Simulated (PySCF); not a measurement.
bromo(trichloro)methane (CBrCl₃), SMILES BrC(Cl)(Cl)Cl. Atoms are numbered in the order given.

```xyz
5

Cl    -1.4588     0.8422     1.0117
C      0.0000     0.0000     0.4276
Cl     0.0000    -1.6845     1.0117
Cl     1.4588     0.8422     1.0117
Br     0.0000     0.0000    -1.5475
```

Coordinates come from a PBE-D3(BJ)/def2-SVP optimisation.

Computed with SMD-ωB97X/6-31G* in PySCF.

Solvation free energies are E(SMD) − E(gas) at the gas-phase geometry, for 1 M in both phases. Bromine has the revised SMD18 radius of 2.60 Å. In vacuum the dipole moment is 0.18 D.

Q: Estimate the solvation free energies in water, chloroform, N,N-dimethylformamide. (Estimate from the structure and the level; the computed values follow.)

A: 
```json
[
 {"solvent": "water", "ΔG(solv) (kcal/mol)": "0.2", "its non-electrostatic (CDS) part": "0.8", "dipole (D)": "0.21"},
 {"solvent": "chloroform", "ΔG(solv) (kcal/mol)": "-4.9", "its non-electrostatic (CDS) part": "-4.5", "dipole (D)": "0.20"},
 {"solvent": "N,N-dimethylformamide", "ΔG(solv) (kcal/mol)": "-3.8", "its non-electrostatic (CDS) part": "-3.3", "dipole (D)": "0.21"}
]
```
